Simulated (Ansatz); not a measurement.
Reactions of CH7BO2Si (`C[SiH2]B(O)O`).

Program: Ansatz. Geometries: PBE0-D4/def2-TZVP. ΔE: electronic, gas phase. CCSD(T)/CBS is the MP2 limit (def2-TZVPP, def2-QZVPP) plus CCSD(T) − MP2 in def2-TZVPP, frozen cores. This one scheme is used for every species. Functionals use def2-TZVPP. Elements past krypton have def2 core potentials. For Mg, Te outer-core shells are correlated without core-valence functions, which leaves a few kJ/mol of doubt a bond. One conformer a species, not always the lowest.

```json
{"reaction": "`C[SiH2]B(O)O` → `BOCO[SiH3]`", "CCSD(T)/CBS(def2) (kJ/mol)": "?"}
{"reaction": "`C[SiH2]B(O)O` → `B[SiH](O)OC`", "CCSD(T)/CBS(def2) (kJ/mol)": "?"}
{"reaction": "`C[SiH2]B(O)O` + `[OH][Mg][SH]` → `C[S][Mg][OH]` + `OB(O)[SiH3]`", "CCSD(T)/CBS(def2) (kJ/mol)": "76"}
{"reaction": "`C[SiH2]B(O)O` + `B[NH][AlH2]` → `C[SiH2]B[NH][AlH2]` + `OBO`", "CCSD(T)/CBS(def2) (kJ/mol)": "-4"}
{"reaction": "`C[SiH2]B(O)O` + H₂ → `C[SiH2]BO` + H₂O", "CCSD(T)/CBS(def2) (kJ/mol)": "108"}
{"reaction": "`C[SiH2]B(O)O` → `OCBO[SiH3]`", "CCSD(T)/CBS(def2) (kJ/mol)": "120"}
{"reaction": "`C[SiH2]B(O)O` + H–F → `OB(O)[SiH2]F` + CH₄", "CCSD(T)/CBS(def2) (kJ/mol)": "?"}
{"reaction": "`C[SiH2]B(O)O` + `[SiH3][TeH]` → `OB(O)[Te][SiH3]` + `C[SiH3]`", "CCSD(T)/CBS(def2) (kJ/mol)": "-73"}
{"reaction": "`C[SiH2]B(O)O` + `CCS` → `CCSB(O)O` + `C[SiH3]`", "CCSD(T)/CBS(def2) (kJ/mol)": "-94"}
{"reaction": "`C[SiH2]B(O)O` + H₂S → `OB(O)S` + `C[SiH3]`", "CCSD(T)/CBS(def2) (kJ/mol)": "-84"}
```

Problem. Fill in the missing values. (Best estimate.)

Solution. The calculation gave: `C[SiH2]B(O)O` → `BOCO[SiH3]`: +167.5 kJ/mol; `C[SiH2]B(O)O` → `B[SiH](O)OC`: +176.1 kJ/mol; `C[SiH2]B(O)O` + H–F → `OB(O)[SiH2]F` + CH₄: -135.2 kJ/mol.

Largest T1 diagnostic: 0.014, for `OB(O)[SiH3]`.
